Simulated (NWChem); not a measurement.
System: CNO, doublet; SMILES C(=[N])=O

Computed with NWChem. Spin-unrestricted. The state is orbitally degenerate and is run as one real component. All runs use the structure optimised with PBE0/def2-SVP, spin-unrestricted. No stability test was run on the SCF state. Level: M05-2X/def2-SVP with SMD (1 M gas to 1 M solution), gas-phase geometry. Reactions with the solvent are ignored.

**Question.** Among these, which solvent gives the lowest value of “solvation free energy (kcal/mol)”?
A. N,N-dimethylformamide
B. dichloromethane
C. anisole
D. chloroform

**Answer.** A, N,N-dimethylformamide. Values: N,N-dimethylformamide -0.9; anisole -0.3; dichloromethane -0.1; chloroform 0.5
